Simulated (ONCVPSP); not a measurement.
Before and after: ONCV potential for ruthenium

```json
{
 "Element": "Ru (Z = 44)",
 "Generator": "ONCVPSP 4.0.1",
 "Type": "optimised norm-conserving Vanderbilt (ONCV)",
 "Functional": "BLYP",
 "Relativity": "scalar-relativistic",
 "Frozen core": "[Kr]",
 "Valence charge": "8",
 "Reference configuration": "4d7 5s1",
 "Partial waves": "5s: rc 2.85 bohr, ncon 3, nbas 6, qcut 2.3 1/bohr, 2 projectors, debl 2.7 Ha; p scattering state at 0.42 Ha: rc 2.20 bohr, ncon 4, nbas 8, qcut 3.6 1/bohr, 2 projectors, debl 1.1 Ha; 4d: rc 1.30 bohr, ncon 5, nbas 9, qcut 7.6 1/bohr, 2 projectors, debl 1.7 Ha",
 "Local potential": "polynomial inside 0.95 bohr (lpopt 5, dvloc0 4 Ha)",
 "Core correction": "polynomial model core, fcfact 0.65"
}
```

All-electron outer shells of the reference configuration (BLYP, scalar-relativistic, ld1.x):

```
shell  level (eV)  outermost node (bohr)  outermost maximum (bohr)
   4p      -46.29                   0.49                      0.98
   4d       -5.09                   0.48                      1.21
   5s       -4.24                   1.24                      2.73
```

Change: core correction none.

Cutoffs: the cutoffs (Ha) at which the residual kinetic energy of the hardest occupied pseudo-wave falls to 1 and 0.1 mHa per electron; they do not see the model core or the augmentation charge, which bear on the density cutoff. Errors are all-electron minus pseudo energies relative to the spin-unpolarised reference configuration.

Q: What does the change do?

A: The potential gets neither clearly harder nor softer (26 Ha and 46 Ha → 26 Ha and 46 Ha); both files keep a bound ghost (p, s); of the 4 tests that both files solve, the error grows in 0 and shrinks in 4 by more than 15 % and 0.3 meV (median size 50.2 → 19.5 meV).

```tsv
quantity	base	changed
cutoff, loose	26 Ha	26 Ha
cutoff, tight	46 Ha	46 Ha
bound ghosts	s, p	s, p
GHOST(+) flags under 300 eV	s at 89.3 eV	s at 89.3 eV
error for 4d7 5s0, meV [ΔE 7.37 eV]	-11	+6.0
error for 4d6 5s0, meV [ΔE 25.48 eV]	-65	+27
error for 4d5 5s0, meV [ΔE 56.00 eV]	-359	-39
error for 4d6 5s1, meV [ΔE 9.99 eV]	-35	-12
s: phases at 2.90 bohr within 0.05 rad from the reference energy up to (Ha; the scan ends near 5)	1.8	1.8
p: phases at 2.24 bohr within 0.05 rad from the reference energy up to (Ha; the scan ends near 5)	4.4	4.4
d: phases at 1.32 bohr within 0.05 rad from the reference energy up to (Ha; the scan ends near 5)	to the end of the scan	to the end of the scan
```

 A true bound ghost makes a file unfit for plane-wave use even where its test errors are small: the radial tests pick states by their node count and pass the ghost by.
